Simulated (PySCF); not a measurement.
C₃H₁₃NSi₂.
SMILES with atom numbers: `[CH3:1][CH:2]([CH3:3])[NH:4][SiH2:5][SiH3:6]` (hydrogens: H7, H8, H9 on C1; H10 on C2; H11, H12, H13 on C3; H14 on N4; H15, H16 on Si5; H17, H18, H19 on Si6)

Cartesian coordinates in Å at the PBE0-D3(BJ)/def2-SVP level; atoms count from 1:
```
atom  x, y, z in Å
C1    -1.4454    1.1485   -1.2802
C2    -0.9647   -0.0754   -0.5041
C3    -1.8800   -0.3941    0.6709
N4     0.4103    0.0586   -0.0484
Si5    1.8062   -0.4033   -0.9678
Si6    3.6506   -0.3300    0.4783
H7    -2.4760    1.0180   -1.6461
H8    -1.4276    2.0435   -0.6360
H9    -0.7955    1.3452   -2.1466
H10   -0.9834   -0.9418   -1.1909
H11   -1.8903    0.4432    1.3896
H12   -1.5289   -1.2908    1.2013
H13   -2.9167   -0.5607    0.3408
H14    0.5261    0.7785    0.6589
H15    2.1118    0.4418   -2.1771
H16    1.5897   -1.7933   -1.4820
H17    3.6987    0.9977    1.1712
H18    4.9297   -0.5120   -0.2766
H19    3.5542   -1.3957    1.5236
```

Theory: TDDFT wB97X-D/def2-SVPD, vertical, gas phase, core orbitals frozen in the response (PySCF).

Orbital energies (eV): HOMO-3 -11.35, HOMO-2 -11.16, HOMO-1 -9.98, HOMO -8.64, LUMO 1.75, LUMO+1 2.08, LUMO+2 2.22.

Problem. Among the lowest singlets, which states do these configurations lead, and at what energies: HOMO→LUMO, HOMO-1→LUMO?

Solution. 

| state | leading configuration | weight | Δε (eV) | E (eV) | E − Δε (eV) | f | other configurations |
| --- | --- | --- | --- | --- | --- | --- | --- |
| S1 | HOMO→LUMO | 0.92 | 10.39 | 5.88 | -4.52 | 0.0047 | – |
| S5 | HOMO-1→LUMO | 0.72 | 11.73 | 7.26 | -4.47 | 0.054 | – |

E − Δε runs from -4.52 to -4.47 eV. Among themselves, these states come in the order of their orbital differences. Δε is the difference of the two orbital energies.

H and L stand for HOMO and LUMO. The other states: S2 6.63 eV, f 0.0094, H→L+2 (56%), H→L+1 (20%), H→L+3 (10%); S3 6.85 eV, f 0.0061, H→L+1 (57%), H→L+2 (24%); S4 7.12 eV, f 0.031, H→L+3 (71%); S6 7.34 eV, f 0.028, H→L+5 (56%), H→L+6 (16%); S7 7.47 eV, f 0.018, H→L+4 (58%), H→L+5 (14%); S8 7.72 eV, f 0.041, H-1→L+2 (33%), H-1→L+3 (29%), H-1→L+1 (12%); S9 7.92 eV, f 0.0070, H-1→L+1 (32%), H→L+7 (14%), H→L+6 (13%); S10 7.96 eV, f 0.064, H-1→L+1 (33%), H→L+7 (18%), H→L+6 (16%).

Problem. Pair triplets and singlets of the same leading configuration (75% or more in both) and give the splittings.

Solution. 

```
configuration  triplet  E(T) (eV)  singlet  E(S) (eV)  E(S) − E(T) (eV)
    HOMO→LUMO       T1       5.61       S1       5.88             +0.26
```

The 4 triplets are Tamm–Dancoff values, the singlets full response.

Summed over the main configurations (up to three a state, each over 8%) of all 10 singlets, the electron leaves HOMO with weight 5.34 and HOMO-1 with weight 2.10.

All these states lie below the vertical ionisation energy of 8.67 eV (ΔSCF).

One conformer stands for the species.

Without π bonds the low states are Rydberg-like; a valence basis with one diffuse set may place them up to an eV too high.
